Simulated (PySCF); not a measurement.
AsF₃, SMILES F[As](F)F (connectivity only; charge and spin as stated), charge +1, multiplicity 2.

Coordinates come from a ωB97X-D3(BJ)/def2-SVP optimisation. The spin state was assumed, not searched.

Method: TDA-CAM-B3LYP/def2-SVPD (PySCF 2.14.0).

Vertical excitations; the highest root listed may be one member of a degenerate set. Isolated molecule, no solvent.

| state | energy (eV) | λ (nm) | f | main pairs |
|---|---|---|---|---|
| root 1 | 3.76 | 330 | 0.000 | β HOMO→LUMO 98 % |
| root 2 | 4.05 | 306 | 0.000 | β HOMO−1→LUMO (degenerate set) |
| root 3 | 4.05 | 306 | 0.000 | β HOMO−2→LUMO (degenerate set) |
| root 4 | 4.58 | 271 | 0.016 | β HOMO−3→LUMO (degenerate set) |
| root 5 | 4.58 | 271 | 0.016 | β HOMO−4→LUMO (degenerate set) |
| root 6 | 5.56 | 223 | 0.024 | β HOMO−5→LUMO 95 % |
| root 7 | 6.53 | 190 | 0.019 | β HOMO−6→LUMO (degenerate set) |
| root 8 | 6.53 | 190 | 0.019 | β HOMO−7→LUMO (degenerate set) |
| root 9 | 8.18 | 152 | 0.026 | α HOMO→LUMO+2 92 % |
| root 10 | 8.37 | 148 | 0.094 | α HOMO→LUMO 93 % |
Unrestricted roots are not spin-pure.
